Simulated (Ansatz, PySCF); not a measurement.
C₃H₁₀SeSi (SMILES CC(C)[Se][SiH3]), singlet, geometry from GFN2-xTB, atoms displaced at random by about 0.03 Å a coordinate. Base run: PBE/STO-3G, gradient (PySCF).

PySCF was given this input:
```python
from pyscf import gto, scf, dft

mol = gto.Mole()
mol.atom = '''
    Se   -0.409363   -0.229597    0.719596
    C     1.222008   -0.373207   -0.538993
    C     2.226167   -1.322675    0.046089
    C     1.714557    0.961419   -0.898622
    H     0.781673   -0.826474   -1.493114
    H     3.021219   -1.446710   -0.651408
    H     2.565899   -0.850746    0.985116
    H     1.830262   -2.271118    0.279746
    H     0.990812    1.613602   -1.381327
    H     2.589047    0.935347   -1.585570
    H     2.091747    1.468788    0.082436
    Si   -1.844298    0.869060   -0.718595
    H    -1.708920    0.257908   -2.015759
    H    -1.634229    2.251246   -0.677641
    H    -3.183379    0.487981   -0.098883
'''
mol.basis = 'sto-3g'
mol.charge = 0
mol.spin = 0
mol.verbose = 4
mol.build()

mf = dft.RKS(mol)
mf.xc = 'pbe'
mf.kernel()
g = mf.nuc_grad_method()
grad = g.kernel()
```

Programs used: Ansatz (a program for electronic structure), PySCF; a row that names a program was run with it.

The coordinate followed is x of atom 7.

Variants of this job, named by their change:

| change | dE/dx (Eh/bohr) | net force (Eh/bohr) |
|---|---|---|
| base | -0.011813 | 0.000052 |
| conv_tol = 1e-6 | -0.011814 | 0.000052 |
| grids.level = 0; grid_response = off | -0.012117 | 0.009226 |
| finite difference step (bohr) = 0.2; conv_tol = 1e-11 | -0.011314 | - |
| grids.level = 0; grid_response = on | -0.011152 | 0.000000 |
| density fitting = on; auxbasis_response = off | -0.011831 | 0.000193 |
| finite difference step (bohr) = 1e-5; conv_tol = 1e-11 | -0.011836 | - |
| code = ansatz | -0.011814 | 0.000000 |
| finite difference step (bohr) = 0.01; conv_tol = 1e-11 | -0.011835 | - |
| grid_response = on | -0.011836 | 0.000000 |
| conv_tol = 1e-11 | -0.011813 | 0.000052 |
| finite difference step (bohr) = 0.05; conv_tol = 1e-11 | -0.011803 | - |

The net force is zero for an exact gradient.
